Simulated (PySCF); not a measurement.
CH2Cl3Si, SMILES [CH2][Si](Cl)(Cl)Cl, multiplicity 2.

Coordinates come from a PBE0-D3(BJ)/def2-SVP optimisation. The isomer is the one that the SMILES or the coordinates give; other isomers of the formula were not compared.

The numbers are results of PBE/def2-TZVP (PySCF), not measurements.

- total energy = -1708.81093 hartree
- point group = Cs
- α spin, highest occupied and lowest empty level = -6.45 and -1.01 eV
- β spin, highest occupied and lowest empty level = -7.78 and -4.37 eV
- dipole moment = 1.80 D
- quadrupole, principal values (traceless, Buckingham form, about the centre of nuclear charge) = -3.66, -1.10, 4.76 D·Å
- mean static polarisability = 71.4 bohr³ (10.58 Å³)
- polarisability, principal values = 69.5, 71.4, 73.3 bohr³
- ⟨S²⟩ = 0.753 (pure state 0.75)
